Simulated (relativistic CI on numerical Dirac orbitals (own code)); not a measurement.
What each ingredient does to the levels of Xe⁴⁺

Base calculation: Dirac-Coulomb-Breit CI, separate exchange-only KLI orbitals for each configuration, QED by a radiative potential, valence Slater integrals scaled by 0.85, P86 correlation energy added to each configuration.

Configurations in the expansion (outside the closed core [Kr] 4d10): 5s2 5p2, 5s 5p3, 5s2 5p 5d, 5p4, 5s 5p2 5d, 5s2 5p 5f, 5s2 5p 4f, 5s2 5p 6s, 5s2 5p 5g, 5s2 5p 6p, 5s 5p2 5f, 5s2 4f 5d, 5s 5p2 5g, 5s2 5d2, 5s 5d3, 5s2 4f2, 5s 4f2 5d, 5p2 5d2, 5p 5d3, 5p 5d2 5f, 5p 4f 5d2, 5p 5d2 6s. Double excitations out of closed p, d and f shells are left out; levels of such configurations are missing from the list, as are those of other unlisted configurations, and high levels can miss mixing partners. These lack a partner that the ground configuration has and come out too high: 5s 5p2 5f, 5s 5p2 5g, 5s2 5p 5g, 5s2 5p 6p.

Variants: (1) no correlation estimate; (2) Slater integrals left unscaled; (3) QED terms removed; (4) one mean potential for all configurations. Shifts of the energy above 5s2 5p2 3P_0, in cm⁻¹, for the lowest level and the first level of each name with at least 55 % of one term (blank where a level changes its place among those of its configuration and J or its character, or is not in the variant):

| Level | Base | Δ(1) | Δ(2) | Δ(3) | Δ(4) | Measured |
| --- | --- | --- | --- | --- | --- | --- |
| 5s2 5p2 3P_0 | 0.0 | 0.0 | 0.0 | 0.0 | 0.0 | 0.0 |
| 5s2 5p2 3P_1 | 9105.6 | -2.5 | -461.4 | -19.6 | -35.0 | 9291.8 |
| 5s2 5p2 3P_2 | 13884.0 | -3.0 | -51.7 | -21.9 | -22.5 | 14126.7 |
| 5s2 5p2 1D_2 | 27872.2 | -6.6 | +372.0 | -38.1 | -33.9 | 28411.2 |
| 5s2 5p2 1S_0 | 42991.1 | -14.3 | +2790.0 | -31.3 | -102.1 | 44470.4 |
| 5s 5p3 5S°_2 | 91584.4 | -627.7 | -5040.1 | +287.7 | -32.8 | 92182.8 |
| 5s 5p3 3D°_1 | 118973.1 | -802.6 | -702.5 | +257.4 | -71.1 | 115286.3 |
| 5s 5p3 3D°_2 | 119488.2 | -799.1 | -788.1 | +255.5 | -68.4 | 116097.0 |
| 5s 5p3 3D°_3 | 123459.3 | -797.8 | -962.9 | +247.0 | -60.2 | 119919.0 |
| 5s 5p3 3P°_0 | 136482.3 | -769.4 | +1408.1 | +252.6 | -64.5 | 133408.1 |
| 5s 5p3 3P°_1 | 137935.4 | -783.4 | +1246.5 | +246.3 | -62.7 | 134575.2 |
| 5s 5p3 3P°_2 | 138882.1 | -908.0 | +794.2 | +221.8 | -63.9 | 134702.7 |
| 5s2 5p 5d 3F°_2 | 164856.1 | -2084.5 | +1188.3 | -0.7 | -36.4 | 156506.8 |
| 5s2 5p 5d 3F°_3 | 168833.1 | -2185.2 | +1117.3 | -24.5 | -18.9 | 160630.4 |

At this charge configurations can still be misplaced by up to about 7 % of their energy. Levels and lines within the n = 5 or 6 shells can be off by up to 10 % or somewhat more, and those that change n by about 2 %, since core polarisation is missing. 37 of the 52 excited levels that our extract of the measured tables holds in this range could be paired (the sources list more); they are missed by 7532 cm⁻¹ on average and 13062 at most, and levels without a partner can miss by more.

Measured levels: Saloman, J. Phys. Chem. Ref. Data 33, 765 (2004).

Ionisation energy from the two ground configurations alone: base 54.98 eV; no correlation estimate 53.79 eV; Slater integrals left unscaled 55.05 eV. The NIST ASD value (semi-empirical) is 54.1 eV.

LS names give the leading component of a level, which can be under half, so a name can repeat, a term be missing and a line seem to break the LS rules.
